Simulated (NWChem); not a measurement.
SiNH2F3; SMILES F[Si](N)(F)F

```xyz
7

N     -0.0071    -1.6276     0.4278
Si     0.0000    -0.0014    -0.0011
F     -1.3083     0.3345    -0.8581
F      1.3146     0.3247    -0.8522
F      0.0012     1.0510     1.2101
H     -0.8519    -2.0897     0.7403
H      0.8323    -2.0965     0.7442
```
Atoms are numbered in this order, from 1.

Program: NWChem. Geometry optimised at PBE0/def2-SVP; all other runs use it. 

```csv
quantity,level,value
solvation free energy (kcal/mol) in n-hexane,"PBE0/def2-SVP, SMD",-2.2
"isotropic polarisability (bohr³), static",PBE0/def2-SVPD,31.2
"vertical, lowest state with f > 0.02, singlet (eV)","PBE0/def2-SVPD, TDA",7.30
−ε(HOMO) (eV),PBE0/def2-SVP,8.53
dipole (D),PBE0/def2-SVP,3.11
highest harmonic frequency (cm⁻¹),PBE0/def2-SVP,3740
```
